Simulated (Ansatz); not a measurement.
Li8S4. Total charge 0; singlet. Geometry PBE0-D4/def2-SVP.

| atom | x (Å) | y (Å) | z (Å) |
| --- | --- | --- | --- |
| Li1 | 2.399 | 0.635 | 0.674 |
| Li2 | -0.798 | 0.081 | -1.907 |
| Li3 | 0.079 | 2.393 | -0.925 |
| Li4 | 1.307 | -1.516 | -1.599 |
| Li5 | -2.450 | -0.764 | 0.000 |
| Li6 | 0.211 | -2.097 | 1.474 |
| Li7 | -0.839 | 1.278 | 2.067 |
| Li8 | 0.078 | -0.007 | 0.189 |
| S9 | 1.575 | 0.761 | -1.526 |
| S10 | 0.973 | -0.104 | 2.308 |
| S11 | -0.715 | -2.098 | -0.689 |
| S12 | -1.820 | 1.439 | -0.066 |

B3LYP takes the VWN-RPA correlation. The structure comes from a short search, and lower isomers may exist.

Estimate the orbital energies around the gap (eV) in Ansatz with HF/STO-3G, PBE-D4/def2-SVP, PBE-D4/def2-TZVP, B3LYP-D4/def2-TZVP, PBE0-D4/def2-SVP.


| orbital | HF/STO-3G | PBE-D4/def2-SVP | PBE-D4/def2-TZVP | B3LYP-D4/def2-TZVP | PBE0-D4/def2-SVP |
| --- | --- | --- | --- | --- | --- |
| HOMO−5 | -7.63 | -5.41 | -5.46 | -6.31 | -6.50 |
| HOMO−4 | -6.95 | -4.99 | -5.07 | -5.88 | -6.05 |
| HOMO−3 | -6.94 | -4.98 | -5.06 | -5.88 | -6.05 |
| HOMO−2 | -6.29 | -4.63 | -4.72 | -5.54 | -5.68 |
| HOMO−1 | -6.24 | -4.63 | -4.72 | -5.53 | -5.67 |
| HOMO | -6.24 | -4.57 | -4.67 | -5.48 | -5.62 |
| LUMO | 2.58 | -1.46 | -1.55 | -1.21 | -0.91 |
| LUMO+1 | 3.83 | -0.77 | -0.81 | -0.46 | -0.25 |
| LUMO+2 | 3.83 | -0.77 | -0.81 | -0.46 | -0.25 |
| LUMO+3 | 4.03 | -0.58 | -0.61 | -0.28 | -0.07 |
| LUMO+4 | 4.04 | -0.32 | -0.47 | -0.04 | 0.22 |
| LUMO+5 | 4.15 | -0.32 | -0.47 | -0.04 | 0.22 |
